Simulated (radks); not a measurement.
Question: Au2+, configuration [Xe] 4f13.5 5d9 6p0.5 (fractional occupations, a model configuration). All-electron calculation, Dirac Kohn-Sham, BLYP, spin-unpolarised, spherical densities, point nucleus; open shells fill j = l - 1/2 first. Program: a radial shooting solver on a logarithmic mesh with Libxc functionals.

Spin-orbit splittings of the eigenvalues, e(l+1/2) - e(l-1/2), with zeta = 2 splitting/(2l+1) and mean radii in bohr:

| shell | occ. | splitting (eV) | zeta (eV) | <r> j=l-1/2 | <r> j=l+1/2 |
|---|---|---|---|---|---|
| 2p | 6 | 1836 | 1224 | 0.05798 | 0.06653 |
| 3p | 6 | 405.2 | 270.1 | 0.1736 | 0.1893 |
| 3d | 10 | ? | ? | 0.1648 | 0.1696 |
| 4p | 6 | 97.55 | 65.03 | 0.4088 | 0.4427 |
| 4d | 10 | 18.21 | 7.282 | 0.4507 | 0.4618 |
| 4f | 13.5 | 3.873 | 1.107 | 0.4905 | 0.4972 |
| 5p | 6 | 17.09 | 11.39 | 0.9913 | 1.086 |
| 5d | 9 | 1.828 | 0.7311 | 1.429 | 1.480 |
| 6p | 0.5 | 1.670 | 1.113 | 2.857 | 3.116 |

Estimate the 3d splitting.

Answer: 87.06 eV (zeta = 34.82 eV).
